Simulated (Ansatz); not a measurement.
One change: `C#[C][AlH][GeH3]` becomes `C#[C][AlH][F]`.

Ansatz, PBE0-D4/def2-TZVP geometries, multiplicity 1. 

Scalar relativity is left out up to krypton.

| property | `C#[C][AlH][GeH3]` |
| --- | --- |
| HOMO–LUMO gap (B3LYP/def2-TZVPP) / eV | 5.02 |
| LUMO energy (ωB97M-V/def2-TZVPP) / eV | -0.45 |
| size of the dipole moment (PBE/def2-TZVPP) / D | 0.78 |
| HOMO–LUMO gap (PBE0/def2-TZVPP) / eV | 5.41 |
| HOMO energy (B3LYP/def2-TZVPP) / eV | -7.35 |
| HOMO–LUMO gap (ωB97M-V/def2-TZVPP) / eV | 9.11 |

(1) Give the same properties after the change, and the shifts. (Estimate.)

## Answers

(1) Ansatz gave: 
| property | `C#[C][AlH][F]` | shift |
| --- | --- | --- |
| HOMO–LUMO gap (B3LYP/def2-TZVPP) / eV | 6.46 | 1.44 |
| LUMO energy (ωB97M-V/def2-TZVPP) / eV | 0.15 | 0.60 |
| size of the dipole moment (PBE/def2-TZVPP) / D | 1.75 | 0.97 |
| HOMO–LUMO gap (PBE0/def2-TZVPP) / eV | 6.95 | 1.54 |
| HOMO energy (B3LYP/def2-TZVPP) / eV | -8.27 | -0.92 |
| HOMO–LUMO gap (ωB97M-V/def2-TZVPP) / eV | 10.95 | 1.84 |

With PBE0 the HOMO falls by 0.98 eV and the LUMO rises by 0.56 eV, so the gap widens by about 1.54 eV. PBE moves the HOMO by -0.84 eV and ωB97M-V by -1.23 eV. Dipoles are sizes alone; their direction can turn.

B3LYP here is the variant with VWN-RPA as its local correlation; programs differ in this.
